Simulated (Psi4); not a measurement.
Pair of molecules, SMILES [H][H] with SMILES CC(C)=O (the first has 2 atoms); geometry from B3LYP-D3(BJ)/def2-TZVP, rigid monomers moved along the line of their centres of mass till H2···O6 is 4.60 Å.
(charge 0, multiplicity 1):
```xyz
12

H     -0.3482    -0.2317    -0.3703
H     -0.2552    -0.4321     0.3424
C      0.8048    -0.0460     7.1677
C      0.6152     0.2531     5.6974
C      0.6773     1.7089     5.2930
O      0.4239    -0.6267     4.8899
H      1.7962     0.2833     7.4897
H      0.0775     0.5089     7.7653
H      0.6969    -1.1125     7.3494
H      0.5792     1.8050     4.2146
H     -0.1249     2.2652     5.7852
H      1.6191     2.1548     5.6221
```

All values below come from SAPT0/jun-cc-pV(D+d)Z (Psi4).

Task: Which attractive term is largest, and how does the interaction split up?

Result: electrostatics -4.1, exchange 0.1, induction -0.4, dispersion -1.3, total -5.8 meV; the largest attraction is electrostatics.
